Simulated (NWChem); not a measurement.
Species: SiH3SeF; SMILES F[Se][SiH3]

```xyz
6

Se    -0.4306     0.5621     0.0000
F      1.2606     1.1738     0.0000
Si     0.1776    -1.6637     0.0000
H      0.9658    -1.9981     1.2115
H      0.9658    -1.9981    -1.2115
H     -1.1219    -2.3882     0.0000
```
Atoms are numbered in this order, from 1.

Structure relaxed at the B3LYP/6-31G* (spherical d) level.

Symmetry labels are those of Cs in the frame above (b1 and b2, or b-type labels, depend on it).

List the 6 lowest vertical singlet excitations from PBE/def2-SVPD, full TDDFT (NWChem).


| state | energy (eV) | oscillator strength | symmetry | leading excitation (squared amplitude) |
|---|---|---|---|---|
| S1 | 2.77 | 0.000 | a" | HOMO → LUMO (1.00) |
| S2 | 4.65 | 0.001 | a' | HOMO−1 → LUMO (0.99) |
| S3 | 4.73 | 0.013 | a" | HOMO → LUMO+1 (0.99) |
| S4 | 5.59 | 0.009 | a" | HOMO−2 → LUMO (0.83) |
| S5 | 5.65 | 0.002 | a" | HOMO → LUMO+2 (0.82) |
| S6 | 5.85 | 0.015 | a' | HOMO−3 → LUMO (0.91) |
